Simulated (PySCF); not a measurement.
Computed shifts of a molecule C4H9FSi, PySCF with KT2/pcSseg-1, GIAO, gas phase, equivalent atoms averaged, in ppm (number of nuclei): ¹⁹F: -180.2 (1). ¹³C: 92.6 (1), 41.0 (2), 16.4 (1). ²⁹Si: -68.9 (1). ¹H: 4.23 (3), 2.69 (2), 2.55 (2), 2.00 (1), 1.68 (1). References: ¹⁹F against CFCl3 (σ = 127.1 ppm); ¹³C against TMS (σ = 185.1 ppm); ²⁹Si against TMS (σ = 361.9 ppm); ¹H against TMS (σ = 31.47 ppm), references at their B3LYP-D3(BJ)/def2-TZVP geometries, non-relativistic. Coordinates come from a PBE0-D3(BJ)/def2-SVP optimisation. Other conformers were not sampled.

Q: Identify the compound among the candidates.
(A) FC1([SiH3])CCC1
(B) CC/C(F)=C/[SiH3]
(C) C=CCC[SiH2]F
(D) C[Si@@H](F)C1CC1

A: A, FC1([SiH3])CCC1
